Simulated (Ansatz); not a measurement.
Consider the substitution at a C–Al bond: `C#[C][Al]([OH])[CH2]F` + H₂S → `C#CS` + `[OH][AlH][CH2]F`.

Program: Ansatz. Geometries: PBE0-D4/def2-TZVP. ΔE: electronic, gas phase. CCSD(T)/CBS is the MP2 limit (def2-TZVPP, def2-QZVPP) plus CCSD(T) − MP2 in def2-TZVPP, frozen cores. This one scheme is used for every species. Functionals use def2-TZVPP. One conformer a species, not always the lowest.

`C#[C][Al]([OH])[CH2]F`:

```xyz
10

C     0.148    2.296   -1.671
C     0.166    1.234   -1.092
Al    0.188   -0.432   -0.175
O     0.859   -1.810   -0.888
C    -0.544   -0.693    1.636
F    -1.095    0.490    2.134
H     0.130    3.235   -2.178
H     1.251   -1.828   -1.759
H     0.225   -1.030    2.342
H    -1.326   -1.462    1.652
```

H₂S:

Z-matrix (Å, degrees):
```
S
H 1 1.341
H 1 1.341 2 92.3
```

`C#CS`:

```xyz
5

C    -0.421   -1.072    0.488
C    -0.186   -0.043   -0.092
S     0.019    1.374   -0.969
H    -0.616   -1.980    1.007
H     1.204    1.721   -0.434
```

`[OH][AlH][CH2]F`:

```xyz
8

O     0.109   -1.688   -1.014
Al    0.347   -0.039   -0.695
C    -0.392    0.570    1.033
F    -0.145    1.938    1.210
H     0.407   -2.132   -1.805
H     1.102    0.900   -1.719
H     0.048    0.038    1.886
H    -1.475    0.413    1.104
```

Task: Is it downhill or uphill in electronic energy at CCSD(T)/CBS, and by how much? (Estimate.)

Result: The calculation gave: Uphill: ΔE = +111.2 kJ/mol.

Task: What do these levels give: PBE-D4, BHLYP-D4, ωB97X-V, PBE-QIDH, PBE, r2SCAN, LC-ωPBE, HF/def2-SVP, MP2/def2-SVP, SCS-MP2/def2-TZVPP, CCSD/def2-TZVPP, MP2/def2-QZVPP? (An estimate is asked.)

Result: Computed: PBE-D4 91.9, BHLYP-D4 107.9, ωB97X-V 103.3, PBE-QIDH 104.0, PBE 91.2, r2SCAN 102.4, LC-ωPBE 99.2, HF/def2-SVP 117.6, MP2/def2-SVP 106.8, SCS-MP2/def2-TZVPP 109.7, CCSD/def2-TZVPP 113.6, MP2/def2-QZVPP 108.9 kJ/mol.

Largest T1 diagnostic among the species: 0.013.

From PBE to PBE0 (25 % exact exchange), in def2-TZVPP and without D4, ΔE moves by +5.6 kJ/mol. Leaving LDA and LC-ωPBE aside and taking each functional with its dispersion term where it has one, the values, not all of them listed here, spread over 16.3 kJ/mol, from revPBE-D4 to BHLYP-D4. LDA lies −6.9 kJ/mol from PBE without D4.
